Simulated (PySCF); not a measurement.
Geometry (Å), atoms numbered from 1 in this order:
```xyz
9

Si   -0.333    0.420   -1.109
C     0.299    0.352    0.604
C     0.371   -0.808    1.269
H     0.620    1.277    1.098
H     0.061   -1.755    0.813
H     0.740   -0.861    2.298
F     0.696    1.122   -2.119
F    -1.704    1.245   -1.223
F    -0.618   -1.061   -1.656
```

[PySCF 2.14: shieldings: GIAO B3LYP/pcSseg-1; coordinates at the PBE0-D3(BJ)/def2-SVP level; relativity neglected; a single conformation; in vacuum; averaged over atoms made equivalent by symmetry, fast rotation or ring inversion]

Shifts are taken against calculated references (same method and geometry level): ¹³C (σref 179.24), ¹H (σref 31.38), ²⁹Si (σref 337.86) vs TMS; ¹⁹F (σref 171.94) vs CFCl3.

```csv
atoms,nucleus,count,δ (ppm)
C2,¹³C,1,128.3
H4,¹H,1,?
F7/F8/F9,¹⁹F,3,-148.4
C3,¹³C,1,153.6
Si1,²⁹Si,1,-69.0
H5/H6,¹H,2,?
```

Task: Fill in the missing shifts.

Result: 
- H5/H6: 6.53 ppm, hydrogen on a carbon bonded to C
- H4: 5.83 ppm, hydrogen on a carbon bonded to C, Si

Shifts are as computed. Against solution values, carbons near 30 ppm lie about +2 ppm off and those near 130 ppm about +6 ppm. Of 1309 compounds with measured shifts, 239 miss one by over three times the rms of a fit or turn the order of signals round; such compounds aren't used in these exercises. The averaged F atoms aren't alike in the static structure (σ from 315 to 331 ppm); the average presumes fast exchange among these sites. Unscaled 19F shifts against computed CFCl3 carry errors that often reach 10 to 50 ppm.
